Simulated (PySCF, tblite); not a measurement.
Compound: C2H12N2Si2.
Structure used (GFN2-xTB), in Å, numbered top down from 1:
```
atom  x, y, z in Å
C1    -1.5764    1.1068    1.3611
N2    -0.9654    0.1553    0.4623
Si3   -1.9166   -0.5951   -0.7537
C4     0.4542    0.3983    0.3389
Si5    1.4853   -0.8436   -0.6642
N6     3.0700   -0.1598   -0.6095
H7    -1.1062    1.0395    2.3480
H8    -1.4611    2.1386    1.0034
H9    -2.6376    0.8967    1.4670
H10   -2.1146    0.1870   -1.9881
H11   -1.2750   -1.8642   -1.0870
H12   -3.2225   -0.8031   -0.1252
H13    0.8698    0.4383    1.3562
H14    0.6238    1.4004   -0.0871
H15    1.1567   -0.8643   -2.0893
H16    1.3657   -2.1896   -0.0793
H17    3.4372    0.1730    0.2677
H18    3.8039   -0.6076   -1.1330
```

Theory: wB97X-D/def2-SVPD in PySCF (dipole) on a GFN2-xTB geometry, gas phase.

Take the most abundant isotopes and a rigid rotor. The values belong to one conformer with, in the numbering `[CH3:1][N:2]([SiH3:3])[CH2:4][SiH2:5][NH2:6]`, C1–N2–C4–Si5 174°, N2–C4–Si5–N6 178°, C4–Si5–N6–H 46° and -176°.

(1) What are A, B and C (cm⁻¹)?

(2) What kind of rotor is it?

(3) Is it planar, by Δ = Ic − Ia − Ib?

(4) List the rotational levels J(Ka,Kc) to J = 2 (MHz).

(5) Which lines would a microwave search look for?

(6) Estimate the classical rotational partition function at 25 K, 50 K and 298.15 K.

## Answers

(1) Ia = 126.20, Ib = 424.93, Ic = 527.23 u·Å²; 505379 MHz·u·Å²/I gives 4005, 1189 and 958.5 MHz, that is A = 0.13358, B = 0.03967, C = 0.03197 cm⁻¹.

(2) An asymmetric top. Ray's parameter κ = (2B − A − C)/(A − C) = -0.848; −1 is the prolate and +1 the oblate limit.

(3) Not planar: Δ = Ic − Ia − Ib = -23.89 u·Å². For a rigid frame Δ = −2 Σ m c², so Σ m c² = 11.95 u·Å² lies off the ab plane: 9.23 from hydrogen and 2.72 from heavier atoms. The atom farthest from that plane is 1.59 Å away.

(4) Above 0(0,0):
J = 1: 1(0,1) 2148, 1(1,1) 4963, 1(1,0) 5194
J = 2: 2(0,2) 6430, 2(1,2) 9028, 2(1,1) 9721, 2(2,1) 18167, 2(2,0) 18180

(5) The dipole components are |μa| = 0.88 D, |μb| = 1.21 D, |μc| = 0.34 D. The squared components, which scale the intensities, stand as 0.54 : 1.00 : 0.08 (a : b : c). Some lines, for components of 0.1 D or more:

| type | branch | J(Ka,Kc) | MHz | lower level (cm⁻¹) |
| --- | --- | --- | --- | --- |
| a | Q | 2(1,1) ← 2(1,2) | 692 | 0.301 |
| b | Q | 1(1,0) ← 1(0,1) | 3046 | 0.072 |
| b | R | 3(0,3) ← 2(1,2) | 3791 | 0.301 |
| a | R | 2(1,2) ← 1(1,1) | 4065 | 0.166 |
| a | R | 2(1,1) ← 1(1,0) | 4527 | 0.173 |
| a | R | 3(0,3) ← 2(0,2) | 6389 | 0.214 |
| c | R | 2(1,1) ← 1(0,1) | 7573 | 0.072 |
| b | Q | 3(2,1) ← 3(1,2) | 8176 | 0.550 |
| b | R | 3(1,3) ← 2(0,2) | 8687 | 0.214 |
| c | R | 3(1,2) ← 2(0,2) | 10072 | 0.214 |
| c | R | 2(2,1) ← 1(1,1) | 13203 | 0.166 |
| b | Q | 3(3,1) ← 3(2,2) | 14662 | 0.821 |
| b | R | 3(2,2) ← 2(1,1) | 14890 | 0.324 |
| c | R | 3(2,2) ← 2(1,2) | 15582 | 0.301 |

(6) Point group C1, symmetry number σ = 1; q = (√π/σ)·√((kT/h)³/(ABC)), k/h = 20836.6 MHz/K: 9860 at 25 K, 27900 at 50 K, 406000 at 298.15 K.

Its GFN2-xTB frequencies are all real (lowest 60 cm⁻¹). Zero-point vibration and centrifugal distortion are left out. A rigid rotor knows nothing of inversion at nitrogen or internal rotation, which can split or shift real lines. Quadrupole hyperfine structure (14N) is left out.

The run took 2.4 min of wall time (grids of density and orbitals included) on an Intel Xeon at 2.50 GHz with one thread, shared host, and the process peaked at 0.95 GiB of memory. This is the wB97X-D/def2-SVPD job that gave the dipole, with the excitations it also computed.
